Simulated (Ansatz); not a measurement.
[(Cl)3Ti]2S (Ti2SCl6), relaxed as a singlet with RKS r2SCAN-D4/def2-SVP in Ansatz, starting from the GFN2-xTB geometry. Force threshold 0.02 eV/Å.

Start:

```xyz
9

Ti    0.2963   -0.1850    1.5760
Cl    1.7128   -1.7179    1.9595
Cl   -0.2698    0.3553    3.5542
Cl    1.1325    1.6269    0.7921
S    -1.6722   -0.5539    0.4084
Ti   -0.5516    0.1013   -1.5137
Cl   -1.4702   -0.9419   -3.1233
Cl   -0.5789    2.0932   -2.2449
Cl    1.4012   -0.7781   -1.4084
```

Estimate the energy that the relaxation releases and the steps that it takes.

9.7 kcal/mol, in 6 steps; 18 s on 4 threads of Intel Xeon 6975P-C on a shared host. No frequencies were taken in this run, so the end may be a saddle point.

Does the start keep its bonding and symmetry?

By distances, no bond broke or formed. The bond that changes most is S5–Ti6, from 2.32 to 2.26 Å (atoms count from 1). Point group C2 at the start, C2 at the end, both within 0.05 Å.

Predict the relaxed structure.


```xyz
9

Ti    0.314   -0.039    1.734
Cl    1.615   -1.767    1.887
Cl   -0.564    0.380    3.668
Cl    1.406    1.698    1.020
S    -1.422   -0.473    0.347
Ti   -0.523   -0.031   -1.683
Cl   -1.712   -1.140   -3.112
Cl   -0.650    2.089   -2.124
Cl    1.537   -0.716   -1.738
```
Bond lengths (bridged metal pairs left out): 6 × Cl–Ti 2.16 to 2.17 Å; 2 × S–Ti 2.26 Å.
